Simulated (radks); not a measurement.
Task: Ne2+, configuration [He] 2s2 2p4. Calculated with a radial shooting solver on a logarithmic mesh with Libxc functionals: scalar-relativistic Kohn-Sham, PBE, spin-polarised, spherical densities, finite nucleus; open shells are filled with parallel spins first; Fermi nuclear charge, rms radius 3.0055 fm. Some entries of the table are withheld. Estimate them.

| orbital | occ. | eigenvalue (eV) | <1/r> (bohr^-1) |
|---|---|---|---|
| 1s up | 1 | -881.9737 | 9.623 |
| 1s down | 1 | -879.9583 | 9.638 |
| 2s up | 1 | (1) | 1.772 |
| 2s down | 1 | (2) | 1.739 |
| 2p up | 3 | (3) | (4) |
| 2p down | 1 | (5) | (6) |

Result: 
(1) 2s up eigenvalue (eV): -80.0376
(2) 2s down eigenvalue (eV): -75.3816
(3) 2p up eigenvalue (eV): -56.8232
(4) 2p up <1/r> (bohr^-1): 1.653
(5) 2p down eigenvalue (eV): -51.9914
(6) 2p down <1/r> (bohr^-1): 1.615
